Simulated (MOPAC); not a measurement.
Input file for MOPAC: PM7 on FIZn (SMILES [F][Zn][I]), a point of a bond scan (R = 3.616 Å).

```
PM7 1SCF PRECISE CHARGE=0 THREADS=1
FIZn

Zn    -0.00000000 1    -0.00000000 1    -1.21691755 1
F     -0.00000000 1    -0.00000000 1    -2.97433346 1
I      0.00000000 1     0.00000000 1     2.39930390 1
```

Output:

```
*******************************************************************************
 **                                                                           **
 **                              MOPAC v23.2.5                                **
 **                                                                           **
 *******************************************************************************
 ** MOPAC's Digital Object Identifier: https://doi.org/10.5281/zenodo.6511958 **
 **                                                                           **
 ** Please cite the open-source release paper for use of this MOPAC version:  **
 ** J. E. Moussa and J. J. P. Stewart (2026)                                  **
 ** MOPAC: An open-source semiempirical molecular orbital program             **
 ** J. Open Source Softw., 11(119), 8025, https://doi.org/10.21105/joss.08025 **
 *******************************************************************************

                              PM7 CALCULATION RESULTS

 *******************************************************************************
 *  PM7        - The PM7 Hamiltonian to be used
 *
 *
 *
 *                 CHARGE ON SYSTEM = 0
 *
 *
 *
 *  PRECISE    - TIGHTER CRITERIA TO BE USED
 *  1SCF       - DO 1 SCF AND THEN STOP
 *  THREADS=1  - MULTI-THREADING NOT USED
 *  T=         - A TIME OF 172800.0 SECONDS REQUESTED
 *  DUMP=N     - RESTART FILE WRITTEN EVERY 7200.0 SECONDS REQUESTED
 *******************************************************************************
PM7 1SCF PRECISE CHARGE=0 THREADS=1
 FIZn

   ATOM   CHEMICAL          X               Y               Z
  NUMBER   SYMBOL      (ANGSTROMS)     (ANGSTROMS)     (ANGSTROMS)

     1      Zn         -0.00000000  *  -0.00000000  *  -1.21691755  *
     2       F         -0.00000000  *  -0.00000000  *  -2.97433346  *
     3       I          0.00000000  *   0.00000000  *   2.39930390  *



          CARTESIAN COORDINATES

    NO.       ATOM           X           Y           Z

     1        Zn         -0.0000     -0.0000     -1.2169
     2         F         -0.0000     -0.0000     -2.9743
     3         I          0.0000      0.0000      2.3993

 General Reference for PM7:
 "Optimization of Parameters for Semiempirical Methods VI: More Modifications to the
 NDDO Approximations and Re-optimization of Parameters", J. J. P. Stewart, J. Mol. Mod., 1:32, 19 (2013)
 https://link.springer.com/article/10.1007/s00894-012-1667-x

           Empirical Formula: Zn F I  =     3 atoms



      MOLECULAR POINT GROUP   :   C*v


      RHF CALCULATION, NO. OF DOUBLY OCCUPIED LEVELS = 8


 -------------------------------------------------------------------------------
 PM7 1SCF PRECISE CHARGE=0 THREADS=1
 FIZn



     1SCF WAS SPECIFIED, SO BFGS WAS NOT USED
     SCF FIELD WAS ACHIEVED


                              PM7 CALCULATION
                                                       MOPAC v23.2.5 Linux




          FINAL HEAT OF FORMATION =         21.62289 KCAL/MOL =      90.47017 KJ/MOL


          COSMO AREA              =        112.96 SQUARE ANGSTROMS
          COSMO VOLUME            =         89.27 CUBIC ANGSTROMS

          IONIZATION POTENTIAL    =          9.073806 EV
          HOMO LUMO ENERGIES (EV) =         -9.074 -3.180
          NO. OF FILLED LEVELS    =          8
          MOLECULAR WEIGHT        =        211.2829         POINT GROUP:  C*v

          MOLECULAR DIMENSIONS (Angstroms)

            Atom       Atom       Distance
            I     3    F     2     5.37364
            I     3    F     2     0.00000
           Zn     1    F     2     0.00000


          SCF CALCULATIONS        =          1





   ATOM   CHEMICAL          X               Y               Z
  NUMBER   SYMBOL      (ANGSTROMS)     (ANGSTROMS)     (ANGSTROMS)

     1      Zn         -0.00000000  *  -0.00000000  *  -1.21691755  *
     2       F         -0.00000000  *  -0.00000000  *  -2.97433346  *
     3       I          0.00000000  *   0.00000000  *   2.39930390  *

                             CARTESIAN COORDINATES

   1   Zn       -0.000000000    -0.000000000    -1.216917550
   2    F       -0.000000000    -0.000000000    -2.974333460
   3    I        0.000000000     0.000000000     2.399303900


           Empirical Formula: Zn F I  =     3 atoms



      MOLECULAR POINT GROUP   :   C*v


                  EIGENVALUES
 -37.17014 -21.02503 -13.85649 -13.79820 -13.79820  -9.23773  -9.07381  -9.07381
  -3.18004   2.06575   2.06575   3.47882 125.43054 125.48136 125.48136 125.81916
 125.81916


              NET ATOMIC CHARGES AND DIPOLE CONTRIBUTIONS

  ATOM NO.   TYPE          CHARGE      No. of ELECS.   s-Pop       p-Pop       d-Pop
    1         Zn           0.788968        1.2110     0.91234     0.29869
    2          F          -0.504664        7.5047     1.96047     5.54420
    3          I          -0.284304        7.2843     1.99355     5.29010     0.00066
 DIPOLE           X         Y         Z       TOTAL
 POINT-CHG.     0.000     0.000    -0.678     0.678
 HYBRID         0.000     0.000    -0.113     0.113
 SUM            0.000     0.000    -0.791     0.791


          ATOMIC ORBITAL ELECTRON POPULATIONS

     Atom    s        px        py        pz      x^2-y^2     xz        z^2       yz        xy
    1 Zn   0.91234   0.01770   0.01770   0.26328
    2  F   1.96047   1.98240   1.98240   1.57940
    3  I   1.99355   1.99988   1.99988   1.29034   0.00000   0.00002   0.00062   0.00002   0.00000

 **********************
 *                    *
 * JOB ENDED NORMALLY *
 *                    *
 **********************




 == MOPAC DONE ==
```

The run finished.

Cost: about 0.020 core-seconds (a rough figure).
